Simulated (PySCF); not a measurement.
PySCF job for C3H6, SMILES C1CC1, PBE/pcJ-1. The structure is a stationary point at PBE0-D3(BJ)/def2-TZVP.

```python
import numpy as np
from pyscf import gto, scf, dft
from pyscf.prop.ssc import rks as ssc

mol = gto.M(
    atom='''
    C     0.86432093    0.00000000   -0.00000000
    C    -0.43216046   -0.74852388    0.00000000
    C    -0.43216047    0.74852388    0.00000000
    H     1.45158240    0.00000001    0.90966573
    H     1.45158240    0.00000001   -0.90966573
    H    -0.72579120   -1.25710724   -0.90966573
    H    -0.72579120   -1.25710724    0.90966573
    H    -0.72579121    1.25710723    0.90966573
    H    -0.72579121    1.25710723   -0.90966573
    ''',
    basis='pcJ-1',
    charge=0,
    spin=0,
    max_memory=1600,
    verbose=3,
)
mf = dft.RKS(mol, xc='pbe')
mf.grids.level = 3
mf.conv_tol = 1e-10
mf.max_cycle = 100
mf.kernel()
j = ssc.SSC(mf)
j.with_fcsd = True
j.max_cycle_cphf = 80
j.conv_tol = 1e-7
e11 = j.kernel()
```

Output:

```
converged SCF energy = -117.734143786087
Reduced spin-spin coupling constant K (Hz)
               #0        #1        #2        #3        #4
        0 C    0.00000
        1 C    5.53554   0.00000
        2 C    5.53528   5.53632   0.00000
        3 H   19.70684  -0.21198  -0.21193   0.00000
        4 H   19.70684  -0.21196  -0.21196  -0.14288   0.00000
        5 H   -0.21199  19.70654  -0.21204   0.18427   0.30716
        6 H   -0.21199  19.70653  -0.21200   0.30717   0.18426
        7 H   -0.21199  -0.21206  19.70663   0.30716   0.18428
        8 H   -0.21201  -0.21208  19.70665   0.18428   0.30717
               #5        #6        #7        #8
        5 H    0.00000
        6 H   -0.14291   0.00000
        7 H    0.18426   0.30715   0.00000
        8 H    0.30715   0.18426  -0.14291   0.00000
Spin-spin coupling constant J (Hz)
               #0        #1        #2        #3        #4
        0 C    0.00000
        1 C   10.92455   0.00000
        2 C   10.92403  10.92608   0.00000
        3 H  154.63792  -1.66335  -1.66303   0.00000
        4 H  154.63790  -1.66325  -1.66327  -4.45771   0.00000
        5 H   -1.66345 154.63556  -1.66384   5.74930   9.58331
        6 H   -1.66343 154.63549  -1.66357   9.58366   5.74905
        7 H   -1.66344  -1.66401 154.63624   9.58351   5.74948
        8 H   -1.66364  -1.66419 154.63646   5.74939   9.58362
               #5        #6        #7        #8
        5 H    0.00000
        6 H   -4.45866   0.00000
        7 H    5.74901   9.58315   0.00000
        8 H    9.58300   5.74888  -4.45893   0.00000
```

The calculation finished and met its thresholds.
